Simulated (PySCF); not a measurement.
From computed data to an observable: oscillator strength and radiative lifetime

C₂H₉PSi, SMILES C[SiH](C)P.

Coordinates come from a PBE0-D3(BJ)/def2-SVP optimisation. Other conformers were not sampled.

TDDFT-PBE/def2-SVPD run with PySCF puts the first singlet state with f over 0.02 at 6.18 eV (vertical), with the transition dipole (0.064, -0.241, 0.364) in atomic units.

Problem. Find the oscillator strength, the wavelength and the radiative lifetime that this transition would have in vacuum if emission retraced absorption.

Solution. 
|μ|² = 0.1947 au, so |μ| = 1.12 D. ΔE = 6.18/27.211 = 0.2271 hartree. f = (2/3) ΔE |μ|² = 0.029 (the program prints 0.029).
λ = 1239.84/6.18 = 201 nm; ν = 49845 cm⁻¹.
Einstein's coefficient A = 0.6670 ν² f s⁻¹ (ν in cm⁻¹) = 4.9e7 s⁻¹, so τ = 1/A = 20 ns. This state is S2; the lower singlet has f = 0.016. The figure is the radiative limit of this one transition; relaxation, internal conversion, crossing to triplets and a medium change what is measured.
